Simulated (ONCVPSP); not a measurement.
**Which change was made? (F, ONCV)**

F (Z = 9), optimised norm-conserving Vanderbilt (ONCV), made with ONCVPSP 4.0.1 (LDA (Perdew-Wang 92), scalar-relativistic). Core [He], reference 2s2 2p5. Waves: 2s: rc 0.70 bohr, ncon 3, nbas 7, qcut 9.1 1/bohr, 2 projectors, debl 1 Ha; 2p: rc 1.60 bohr, ncon 3, nbas 7, qcut 7.9 1/bohr, 2 projectors, debl 1.7 Ha; d scattering state at 0.36 Ha: rc 1.55 bohr, ncon 5, nbas 9, qcut 6.9 1/bohr, 1 projector. Local part: polynomial inside 0.65 bohr (lpopt 5, dvloc0 0 Ha). Core correction: Teter function, fcfact 5.25, rcfact 1.65.

In the s channel the program set the typed energies aside and used -1.090, 0.250 Ha.

Cutoffs, loose and tight: the cutoffs (Ha) at which the residual kinetic energy of the hardest occupied pseudo-wave falls to 1 and 0.1 mHa per electron. They do not see the model core or the augmentation charge, which bear on the density cutoff. Test errors are all-electron minus pseudo excitation energies from the reference, over the configurations 2s2 2p4; 2s2 2p3; 2s2 2p2; 2s1 2p5; variants that change the core or the reference have their own tests.

The base gives: outcome: generated, projector energies reset by the program; cutoff, loose: 79 Ha; cutoff, tight: 275 Ha; bound ghosts: none; GHOST(+) flags above zero: none; largest test error (meV): +2280.

After one change the result is: outcome: generated, projector energies reset by the program; cutoff, loose: 88 Ha; cutoff, tight: 236 Ha; bound ghosts: none; GHOST(+) flags above zero: s, d; largest test error (meV): +1132. Which change was it?
A. all radii but the core radius scaled by about 1.23 (s 0.86, p 1.96, d 1.90 bohr); local potential polynomial inside 0.80 bohr (lpopt 5, dvloc0 0 Ha)
B. all radii but the core radius scaled by about 0.89 (s 0.62, p 1.44, d 1.38 bohr); local potential polynomial inside 0.58 bohr (lpopt 5, dvloc0 0 Ha)
C. all radii but the core radius scaled by about 0.77 (s 0.54, p 1.24, d 1.20 bohr); local potential polynomial inside 0.50 bohr (lpopt 5, dvloc0 0 Ha)

C. The others give: all radii but the core radius scaled by about 0.89 (s 0.62, p 1.44, d 1.38 bohr); local potential polynomial inside 0.58 bohr (lpopt 5, dvloc0 0 Ha) → outcome: generated, projector energies reset by the program; cutoff, loose: 97 Ha; cutoff, tight: 333 Ha; bound ghosts: none; GHOST(+) flags above zero: s; largest test error (meV): +1733 | all radii but the core radius scaled by about 1.23 (s 0.86, p 1.96, d 1.90 bohr); local potential polynomial inside 0.80 bohr (lpopt 5, dvloc0 0 Ha) → outcome: generated, projector energies reset by the program; cutoff, loose: 37 Ha; cutoff, tight: 125 Ha; bound ghosts: none; GHOST(+) flags above zero: none; largest test error (meV): +3537.
